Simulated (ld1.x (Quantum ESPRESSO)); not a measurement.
## Ranking TM potentials for B (Z = 5)

All share these settings but for the change named:

ld1.x (Quantum ESPRESSO) 7.5 input, shortened:

```
&input
   title='B', zed=5., rel=0, dft='PBE', iswitch=3,
   config='[He] 2s2 2p1 3d-2'
 /
 &inputp
   pseudotype=2, tm=.true., lloc=0,
   nlcc=.true., rcore=0.70
 /
3
2P  2  1   1.00   0.00  2.45  2.45  0.0
3D  3  2  -2.00   0.40  2.10  2.10  0.0
2S  1  0   2.00   0.00  1.60  1.60  0.0
 &test
   configts(1)='2s2 2p1'
 /
```

Test errors are all-electron minus pseudo excitation energies from the reference, over 2s2 2p0; 2s1 2p0; 2s2 2p0.5; 2s2 2p1.3; 2s1 2p1; 2s1 2p2; 2s0 2p3. None of these files shows a bound ghost.

The base gives 147.4 meV.

Of 11 variants that were run, those that failed, showed a ghost or another fault, or gave nearly equal values are left out.

A variant can come out equal or close to the base, since the largest error may sit in a test that the change hardly touches while other tests move.

Rank these variants by their largest absolute test error, smallest first.
A. wave 2p (bound): rc 2.45 bohr becomes 2p (bound): rc 2.96 bohr
B. functional LDA (PZ)
C. wave 2s (bound): rc 1.60 bohr becomes 2s (bound): rc 2.06 bohr

B (130.6 meV), C (152.4 meV), A (264.2 meV).
